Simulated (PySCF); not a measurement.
The dipole of `[SiH3]N[SiH]1N[SiH2]N1` from its density and from atomic charges.

Coordinates (GFN2-xTB, Å) and charges (e) from the PBE0/pcSseg-1 density (PySCF):

| atom | x | y | z | Mulliken | IAO | Hirshfeld | ESP-fitted |
| --- | --- | --- | --- | --- | --- | --- | --- |
| Si1 | -2.254 | 0.334 | 0.099 | +0.6059 | +0.7541 | +0.3498 | +0.4980 |
| N2 | -1.386 | -1.142 | -0.144 | -0.8305 | -0.9472 | -0.3298 | -0.7049 |
| Si3 | 0.326 | -1.342 | -0.169 | +1.1076 | +1.2160 | +0.4354 | +0.8427 |
| N4 | 1.185 | -0.224 | -1.185 | -0.8038 | -0.9739 | -0.3469 | -0.9009 |
| Si5 | 2.084 | 0.550 | 0.081 | +0.8350 | +1.0302 | +0.4035 | +0.8715 |
| N6 | 1.214 | -0.552 | 1.100 | -0.8056 | -0.9768 | -0.3491 | -0.9029 |
| H7 | -3.666 | -0.040 | -0.045 | -0.1196 | -0.1305 | -0.0824 | -0.1144 |
| H8 | -2.020 | 0.884 | 1.440 | -0.1041 | -0.1467 | -0.0854 | -0.1071 |
| H9 | -1.862 | 1.310 | -0.918 | -0.0971 | -0.1345 | -0.0793 | -0.0950 |
| H10 | -1.919 | -1.993 | -0.145 | +0.2199 | +0.2754 | +0.1178 | +0.3256 |
| H11 | 0.621 | -2.757 | -0.365 | -0.1095 | -0.1650 | -0.0852 | -0.1409 |
| H12 | 1.209 | -0.116 | -2.181 | +0.1787 | +0.2632 | +0.1122 | +0.3771 |
| H13 | 1.757 | 1.960 | 0.279 | -0.1264 | -0.1638 | -0.0856 | -0.1555 |
| H14 | 3.521 | 0.284 | 0.035 | -0.1291 | -0.1631 | -0.0865 | -0.1692 |
| H15 | 1.184 | -0.652 | 2.097 | +0.1789 | +0.2626 | +0.1113 | +0.3758 |

Task: Compute μ = Σ q r for each scheme (1 e·Å = 4.803 D) and compare with the dipole of the full density.

Result: The full density gives (-0.41, -0.51, 0.06) D, 0.65 D in size; dipole vectors point from the negative to the positive end.

```
    scheme     μx     μy     μz  size (D)  share of the full size (%)  angle to the full dipole (°)
  Mulliken   0.23  -0.11   0.12      0.28                          43                            99
       IAO  -0.10   0.30   0.16      0.35                          54                           116
 Hirshfeld  -0.13  -0.25  -0.01      0.28                          43                            14
ESP-fitted  -0.41  -0.46   0.06      0.62                          95                             2
```

Task: Which set comes closest?

Result: Length of the difference vector: ESP-fitted 0.04 D, Hirshfeld 0.38 D, Mulliken 0.75 D, IAO 0.87 D. Closest: ESP-fitted. 

Task: What is left for the Hirshfeld atoms' own dipoles?

Result: The shares of the density sum to the whole, so what Σ q r misses lies in dipoles about the nuclei. The atomic dipoles sum to (-0.41, -0.51, 0.06) − (-0.13, -0.25, -0.01) = (-0.28, -0.26, 0.07) D, 0.38 D in size.

Task: With the origin at the mean of the coordinates, (0.000, -0.233, -0.001) Å, which are the largest single terms, by size, of the Hirshfeld dipole along the direction of the full one?

Result: Si5 -3.69, N2 -2.47, Si1 +1.65, H10 +1.44, N4 +1.44 D; all 15 atoms together +0.28 D. The single terms depend on the origin, their sum doesn't.

Task: Give the size of the full dipole in other units.

Result: 0.65 D = 0.257 au = 0.136 e·Å = 2.18 × 10⁻³⁰ C·m.

Geometry: GFN2-xTB, one conformer, isolated molecule.

The run behind these numbers computed NMR shieldings as well. The run took 25 s wall on one thread of an Intel Xeon, no GPU (shared host), and the process peaked at 0.75 GiB of memory.

Conformer computed: `[SiH3:1][NH:2][SiH:3]1[NH:4][SiH2:5][NH:6]1`: Si1–N2–Si3–N4 -49°.
